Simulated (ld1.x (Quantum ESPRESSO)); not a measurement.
# What the settings do to the TM semilocal potential of Hf

Base potential:

* Element: Hf (Z = 72)
* Generator: ld1.x (Quantum ESPRESSO) 7.5
* Type: norm-conserving Troullier–Martins (semilocal form)
* Functional: PBE
* Relativity: scalar-relativistic
* Frozen core: [Kr] 4d10 4f14
* Valence charge: 12
* Reference configuration: 5s2 5p6 5d2 6s2 6p0
* Partial waves: 5s (bound): rc 1.20 bohr; 5p (bound): rc 1.40 bohr; 5d (bound): rc 3.05 bohr
* Local potential: the d channel
* Core correction: none

Occupied shells without a wave of their own: 6s. They enter only through the test configuration that unscreens the potential.

All-electron outer shells of the reference configuration (PBE, scalar-relativistic, ld1.x):

| shell | level (eV) | outermost node (bohr) | outermost maximum (bohr) |
| --- | --- | --- | --- |
| 4d | -206.67 | 0.23 | 0.47 |
| 5s | -67.02 | 0.55 | 1.01 |
| 5p | -35.57 | 0.60 | 1.16 |
| 4f | -16.83 | – | 0.45 |
| 6s | -5.11 | 1.37 | 2.89 |
| 5d | -2.69 | 0.67 | 1.69 |
| 6p | -1.40 | 1.66 | 4.05 |

Cutoffs, loose and tight: the cutoffs (Ry, on a coarse ladder) from which the occupation-weighted sum of valence levels, in a spherical-Bessel basis at the reference potential, stays within 10 and 1 mRy of its value at 400 Ry. They do not see the model core or the augmentation charge, which bear on the density cutoff. Test errors are all-electron minus pseudo excitation energies from the reference, over the configurations 5s2 5p6 5d2 6s1 6p0; 5s2 5p6 5d2 6s0 6p0; 5s2 5p6 5d1 6s0 6p0; 5s2 5p6 5d1 6s2 6p1; 5s2 5p5 5d2 6s2 6p0; 5s2 5p6 5d2 6s1.5 6p0; 5s2 5p6 5d1 6s2 6p0. A dash means not determined; rows that change the core or the reference have their own tests.

A semilocal file is local in each channel, so a ghost entry of none says nothing of the separable form that plane-wave codes build from it.

| change | outcome | cutoff, loose | cutoff, tight | bound ghosts | largest test error (meV) |
| --- | --- | --- | --- | --- | --- |
| base | generated | 100 Ry | 180 Ry | none | -283 |
| wave 5d (bound): rc 3.05 bohr becomes 5d (bound): rc 1.92 bohr | generated | 100 Ry | 180 Ry | none | -275 |
| wave 5d (bound): rc 3.05 bohr becomes 5d (bound): rc 2.22 bohr | generated | 100 Ry | 180 Ry | none | -275 |
| wave 5d (bound): rc 3.05 bohr becomes 5d (bound): rc 2.52 bohr | generated | 100 Ry | 180 Ry | none | -277 |
| wave 5d (bound): rc 3.05 bohr becomes 5d (bound): rc 2.82 bohr | generated | 100 Ry | 180 Ry | none | -281 |
| wave 5d (bound): rc 3.05 bohr becomes 5d (bound): rc 3.22 bohr | generated | 100 Ry | 180 Ry | none | -283 |
| wave 5d (bound): rc 3.05 bohr becomes 5d (bound): rc 3.48 bohr | generated | 100 Ry | 180 Ry | none | -278 |
| wave 5d (bound): rc 3.05 bohr becomes 5d (bound): rc 3.62 bohr | generated | 100 Ry | 180 Ry | none | -311 |
| wave 5d (bound): rc 3.05 bohr becomes 5d (bound): rc 4.24 bohr | generated | 100 Ry | 180 Ry | none | -432 |

Q: What comes out with this change to the base: wave 5d (bound): rc 3.05 bohr becomes 5d (bound): rc 4.54 bohr?

A: outcome: generated; cutoff, loose: 100 Ry; cutoff, tight: 180 Ry; bound ghosts: none; largest test error (meV): -499.

Q: What comes out with this change to the base: wave 5d (bound): rc 3.05 bohr becomes 5d (bound): rc 3.94 bohr?

A: outcome: generated; cutoff, loose: 100 Ry; cutoff, tight: 180 Ry; bound ghosts: none; largest test error (meV): -369.

Reading the sweep of the d radius (base included, trends over the rows without a ghost): The loose cutoff stays near 100 Ry. The median size of the test errors (rows with all tests solved) rises from 80.9 meV at 1.92 to 123.5 meV at 4.54 bohr. More of the atom is replaced by a form fitted at one configuration, so other configurations suffer as the radius grows.
